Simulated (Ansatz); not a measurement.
Start from `CN[SiH](N)S` and change one atom or group to get `N[SiH]([SiH3])S`.

Ansatz, PBE0-D4/def2-TZVP geometries, multiplicity 1. Each molecule was computed in one conformer, which needn't be the lowest.

```
                                          property  `CN[SiH](N)S`
    size of the dipole moment (PBE/def2-TZVPP) / D           1.66
             HOMO–LUMO gap (B3LYP/def2-TZVPP) / eV           6.88
size of the dipole moment (ωB97M-V/def2-TZVPP) / D           1.64
           HOMO–LUMO gap (ωB97M-V/def2-TZVPP) / eV          11.29
                 HOMO energy (PBE/def2-TZVPP) / eV          -5.43
               HOMO energy (B3LYP/def2-TZVPP) / eV          -6.51
```

Give the same properties after the change, and the shifts. (Best estimate.)

Ansatz gave: 
```
                                          property  `N[SiH]([SiH3])S`  shift
    size of the dipole moment (PBE/def2-TZVPP) / D               1.07  -0.59
             HOMO–LUMO gap (B3LYP/def2-TZVPP) / eV               6.33  -0.55
size of the dipole moment (ωB97M-V/def2-TZVPP) / D               1.04  -0.60
           HOMO–LUMO gap (ωB97M-V/def2-TZVPP) / eV              10.53  -0.76
                 HOMO energy (PBE/def2-TZVPP) / eV              -5.85  -0.42
               HOMO energy (B3LYP/def2-TZVPP) / eV              -6.81  -0.30
```

With PBE0 the HOMO falls by 0.29 eV and the LUMO falls by 0.94 eV, so the gap narrows by about 0.65 eV. PBE moves the HOMO by -0.42 eV and ωB97M-V by -0.13 eV. Dipoles are sizes alone; their direction can turn.

B3LYP here is the variant with VWN-RPA as its local correlation; programs differ in this.
